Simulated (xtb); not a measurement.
xtb input file for CH4O4Si, SMILES O[SiH](C(=O)O)O, GFN2-xTB. 

```
$ xtb mol.xyz --gfn 2 --sp --chrg 0 --uhf 0 --json
$ cat mol.xyz
10

O      1.19795701    -1.65513695     0.01791617
C      0.87502415    -0.56072104     0.42244418
O      1.66465918     0.14006737     1.23547326
Si    -0.80223834     0.26393464     0.01203904
O     -1.43836122    -0.43037502    -1.31082606
O     -0.46855214     1.80615558    -0.32109596
H      2.49459673    -0.34080463     1.40633324
H     -1.71059646     0.12817093     1.14714430
H     -1.34474745    -1.36690486    -1.46373696
H     -1.10368337     2.36309223    -0.76469151
```

Output:

```
[banner left out]
          |                Calculation Setup                |
           -------------------------------------------------



           -------------------------------------------------
          |                 G F N 2 - x T B                 |
           -------------------------------------------------

        Reference                      10.1021/acs.jctc.8b01176
      * Hamiltonian:
        H0-scaling (s, p, d)           1.850000    2.230000    2.230000
        zeta-weighting                 0.500000
      * Dispersion:
        s8                             2.700000
        a1                             0.520000
        a2                             5.000000
        s9                             5.000000
      * Repulsion:
        kExp                           1.500000    1.000000
        rExp                           1.000000
      * Coulomb:
        alpha                          2.000000
        third order                    shell-resolved
        anisotropic                    true
        a3                             3.000000
        a5                             4.000000
        cn-shift                       1.200000
        cn-exp                         4.000000
        max-rad                        5.000000


          ...................................................
          :                      SETUP                      :
          :.................................................:
          :  # basis functions                  34          :
          :  # atomic orbitals                  33          :
          :  # shells                           17          :
          :  # electrons                        36          :
          :  max. iterations                   250          :
          :  Hamiltonian                  GFN2-xTB          :
          :  restarted?                      false          :
          :  GBSA solvation                  false          :
          :  PC potential                    false          :
          :  electronic temp.          300.0000000     K    :
          :  accuracy                    1.0000000          :
          :  -> integral cutoff          0.2500000E+02      :
          :  -> integral neglect         0.1000000E-07      :
          :  -> SCF convergence          0.1000000E-05 Eh   :
          :  -> wf. convergence          0.1000000E-03 e    :
          :  Broyden damping             0.4000000          :
          :  net charge                          0          :
          :  unpaired electrons                  0          :
          ...................................................

 iter      E             dE          RMSdq      gap      omega  full diag
   1    -22.3727972 -0.223728E+02  0.733E+00    3.96       0.0  T
   2    -22.4109777 -0.381805E-01  0.425E+00    3.63       1.0  T
   3    -22.4119725 -0.994830E-03  0.182E+00    3.82       1.0  T
   4    -22.4157617 -0.378918E-02  0.757E-01    3.70       1.0  T
   5    -22.4155504  0.211332E-03  0.337E-01    3.71       1.0  T
   6    -22.4163640 -0.813648E-03  0.119E-01    3.71       1.0  T
   7    -22.4164081 -0.440720E-04  0.752E-02    3.70       1.0  T
   8    -22.4164257 -0.176293E-04  0.125E-02    3.71       2.5  T
   9    -22.4164261 -0.428944E-06  0.780E-03    3.71       4.1  T
  10    -22.4164264 -0.259929E-06  0.129E-03    3.71      24.6  T
  11    -22.4164264 -0.235558E-08  0.751E-04    3.71      42.1  T
  12    -22.4164264 -0.215549E-08  0.204E-04    3.71     154.7  T

   *** convergence criteria satisfied after 12 iterations ***

         #    Occupation            Energy/Eh            Energy/eV
      -------------------------------------------------------------
         1        2.0000           -0.8009025             -21.7937
       ...           ...                  ...                  ...
        12        2.0000           -0.5045587             -13.7297
        13        2.0000           -0.5001115             -13.6087
        14        2.0000           -0.4777906             -13.0013
        15        2.0000           -0.4724162             -12.8551
        16        2.0000           -0.4675055             -12.7215
        17        2.0000           -0.4506743             -12.2635
        18        2.0000           -0.3852348             -10.4828 (HOMO)
        19                         -0.2490266              -6.7764 (LUMO)
        20                         -0.1457899              -3.9671
        21                         -0.1344716              -3.6592
        22                         -0.0773996              -2.1062
        23                          0.0179990               0.4898
       ...                                ...                  ...
        33                          0.8008910              21.7934
      -------------------------------------------------------------
                  HL-Gap            0.1362082 Eh            3.7064 eV
             Fermi-level           -0.3171307 Eh           -8.6296 eV

 SCC (total)                   0 d,  0 h,  0 min,  0.008 sec
 SCC setup                      ...        0 min,  0.000 sec (  1.306%)
 Dispersion                     ...        0 min,  0.000 sec (  0.713%)
 classical contributions        ...        0 min,  0.000 sec (  0.246%)
 integral evaluation            ...        0 min,  0.001 sec ( 16.413%)
 iterations                     ...        0 min,  0.004 sec ( 51.173%)
 molecular gradient             ...        0 min,  0.002 sec ( 28.151%)
 printout                       ...        0 min,  0.000 sec (  1.827%)

         :::::::::::::::::::::::::::::::::::::::::::::::::::::
         ::                     SUMMARY                     ::
         :::::::::::::::::::::::::::::::::::::::::::::::::::::
         :: total energy             -22.267498024320 Eh    ::
         :: gradient norm              0.000254088817 Eh/a0 ::
         :: HOMO-LUMO gap              3.706413529694 eV    ::
         ::.................................................::
         :: SCC energy               -22.416419126952 Eh    ::
         :: -> isotropic ES            0.103956907290 Eh    ::
         :: -> anisotropic ES          0.000777497394 Eh    ::
         :: -> anisotropic XC         -0.004698930201 Eh    ::
         :: -> dispersion             -0.005624268561 Eh    ::
         :: repulsion energy           0.148921102632 Eh    ::
         :: add. restraining           0.000000000000 Eh    ::
         :: total charge              -0.000000000000 e     ::
         :::::::::::::::::::::::::::::::::::::::::::::::::::::

           -------------------------------------------------
          |                Property Printout                |
           -------------------------------------------------

    * Orbital Energies and Occupations

         #    Occupation            Energy/Eh            Energy/eV
      -------------------------------------------------------------
         1        2.0000           -0.8009025             -21.7937
       ...           ...                  ...                  ...
         6        2.0000           -0.6309279             -17.1684
         7        2.0000           -0.5822258             -15.8432
         8        2.0000           -0.5755611             -15.6618
         9        2.0000           -0.5638589             -15.3434
        10        2.0000           -0.5587116             -15.2033
        11        2.0000           -0.5340196             -14.5314
        12        2.0000           -0.5045587             -13.7297
        13        2.0000           -0.5001115             -13.6087
        14        2.0000           -0.4777906             -13.0013
        15        2.0000           -0.4724162             -12.8551
        16        2.0000           -0.4675055             -12.7215
        17        2.0000           -0.4506743             -12.2635
        18        2.0000           -0.3852348             -10.4828 (HOMO)
        19                         -0.2490266              -6.7764 (LUMO)
        20                         -0.1457899              -3.9671
        21                         -0.1344716              -3.6592
        22                         -0.0773996              -2.1062
        23                          0.0179990               0.4898
        24                          0.0433149               1.1787
        25                          0.0611556               1.6641
        26                          0.1287630               3.5038
        27                          0.2046959               5.5701
        28                          0.2673817               7.2758
        29                          0.3689559              10.0398
       ...                                ...                  ...
        33                          0.8008910              21.7934
      -------------------------------------------------------------
                  HL-Gap            0.1362082 Eh            3.7064 eV
             Fermi-level           -0.3171307 Eh           -8.6296 eV

     #   Z          covCN         q      C6AA      α(0)
     1   8 O        0.859    -0.435    22.386     6.344
     2   6 C        2.582     0.247    22.891     7.823
     3   8 O        1.663    -0.374    20.352     6.090
     4  14 Si       3.348     0.558   111.075    21.052
     5   8 O        1.576    -0.457    22.047     6.336
     6   8 O        1.576    -0.442    21.734     6.291
     7   1 H        0.804     0.321     0.660     1.276
     8   1 H        0.919    -0.059     4.324     3.252
     9   1 H        0.810     0.323     0.655     1.271
    10   1 H        0.810     0.319     0.667     1.282

 Mol. C6AA /au·bohr⁶  :       1437.123085
 Mol. C8AA /au·bohr⁸  :      44414.677393
 Mol. α(0) /au        :         61.016488


Wiberg/Mayer (AO) data.
largest (>0.10) Wiberg bond orders for each atom

 ---------------------------------------------------------------------------
     #   Z sym  total        # sym  WBO       # sym  WBO       # sym  WBO
 ---------------------------------------------------------------------------
     1   8 O    2.027 --     2 C    1.791     3 O    0.178
     2   6 C    3.839 --     1 O    1.791     3 O    1.179     4 Si   0.754
     3   8 O    2.217 --     2 C    1.179     7 H    0.864     1 O    0.178
     4  14 Si   4.146 --     6 O    1.228     5 O    1.213     8 H    0.871
                             2 C    0.754
     5   8 O    2.208 --     4 Si   1.213     9 H    0.878
     6   8 O    2.222 --     4 Si   1.228    10 H    0.878
     7   1 H    0.897 --     3 O    0.864
     8   1 H    0.997 --     4 Si   0.871
     9   1 H    0.896 --     5 O    0.878
    10   1 H    0.899 --     6 O    0.878
 ---------------------------------------------------------------------------

Topologies differ in total number of bonds
Writing topology from bond orders to xtbtopo.mol

molecular dipole:
                 x           y           z       tot (Debye)
 q only:       -0.742       0.507       0.096
   full:       -0.429       0.301       0.107       1.359
molecular quadrupole (traceless):
                xx          xy          yy          xz          yz          zz
 q only:        2.498       0.691      -1.966       2.817      -1.085      -0.532
  q+dip:        3.707      -0.047      -3.168       2.901      -2.438      -0.538
   full:        3.628      -0.460      -2.492       3.635      -2.606      -1.136


           -------------------------------------------------
          | TOTAL ENERGY              -22.267498024320 Eh   |
          | GRADIENT NORM               0.000254088817 Eh/α |
          | HOMO-LUMO GAP               3.706413529694 eV   |
           -------------------------------------------------

------------------------------------------------------------------------
Note: The following floating-point exceptions are signalling: IEEE_UNDERFLOW_FLAG IEEE_DENORMAL
normal termination of xtb
------------------------------------------------------------------------
 total:
 SCF:
```

Self-consistency was reached.
